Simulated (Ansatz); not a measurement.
A set of 12 reactions (ligand exchange), with CCSD(T)/CBS values in kJ/mol:

```
                                                                reaction      ΔE
           `F[SiH2]N[SiH2]Cl` + `C=CNC` → `C=CN(C)[SiH2]Cl` + `N[SiH2]F`    -8.3
                           `CC([SiH3])=S` + `NBS` → `[SiH3]NBS` + `CC=S`   -49.9
    `[NH2][Ta](=[O])([OH])[OH]` + H–F → `[NH2][Ta](=[O])([OH])[F]` + H₂O   -46.5
                     `C[CH2][SbH][OH]` + `C=N` → `C=[N][SbH][OH]` + `CC`   -24.5
       `C[CH]([SiH3])[AlH][NH2]` + CH₃OH → `C[O][AlH][NH2]` + `CC[SiH3]`  -130.2
               `C[O][In]([OH])[Br]` + HBr → `[OH][In]([Br])[Br]` + CH₃OH  -109.1
    `[NH2][Sn]([Cl])([Cl])[Cl]` + H–F → `[NH2][Sn]([F])([Cl])[Cl]` + HCl    36.7
                     `F[CH2][SnH2][SH]` + HCl → `F[CH2][SnH2][Cl]` + H₂S   -29.1
                  `F[SiH](Cl)[GeH3]` + CH₃OH → `CO[SiH](Cl)[GeH3]` + H–F    37.2
                  `O[SiH](Cl)[SiH2]F` + HCl → `F[SiH2][SiH](Cl)Cl` + H₂O    -3.1
`NC([SiH3])[SeH]` + `[BH2][AlH][OH]` → `[BH2][AlH][O][SiH3]` + `NC[SeH]`  -118.5
                      `F[CH2][SnH2][SH]` + H₂S → `[SH][SnH2][SH]` + `CF`   -97.3
```

Isolated molecules relaxed with PBE0-D4/def2-TZVP in Ansatz; ΔE leaves out vibrations. CBS: MP2 limit from def2 TZ/QZ plus the TZ coupled-cluster correction, frozen cores. This one scheme is used for every species. DFT in def2-TZVPP. Elements past krypton have def2 core potentials. For Br, Ge, In, Sb, Se, Sn, Ta outer-core shells are correlated without core-valence functions, which leaves a few kJ/mol of doubt a bond. Scalar relativity is left out up to krypton. One conformer a species, not always the lowest.

Give the mean, mean absolute and largest difference (level minus CCSD(T)/CBS, kJ/mol) for: PBE-D4, PBE0-D4, ωB97X-V, ωB97M-V, PBE, r2SCAN, PBE0, HF/def2-TZVPP, MP2/def2-TZVPP, SCS-MP2/def2-TZVPP, CCSD/def2-TZVPP, CCSD(T)/def2-TZVPP, MP2/def2-QZVPP, SCS-MP2/def2-QZVPP. (Estimate.)

Ansatz gave: 
```
             level  mean  mean absolute  largest
            PBE-D4   2.4            5.9     16.3
           PBE0-D4   0.5            4.0     -9.0
           ωB97X-V  -1.2            4.0     -8.3
           ωB97M-V  -0.6            2.9     -5.8
               PBE   1.6            5.9     11.8
            r2SCAN  -1.5            4.7     -9.5
              PBE0  -0.2            4.1    -10.3
     HF/def2-TZVPP  -8.9           15.4    -36.3
    MP2/def2-TZVPP  -0.3            2.3      4.9
SCS-MP2/def2-TZVPP  -1.5            2.9     -7.9
   CCSD/def2-TZVPP  -0.5            3.3      7.3
CCSD(T)/def2-TZVPP   0.6            1.9      6.0
    MP2/def2-QZVPP  -0.8            2.4      5.4
SCS-MP2/def2-QZVPP  -2.0            2.7     -7.9
```

The largest T1 diagnostic in the set is 0.020, for `[NH2][Ta](=[O])([OH])[OH]` (customary mark 0.02).

CCSD(T)/CBS is a level of theory with its own doubt, and the functionals carry their triple-zeta basis error, so these figures describe this set and don't rank the functionals.
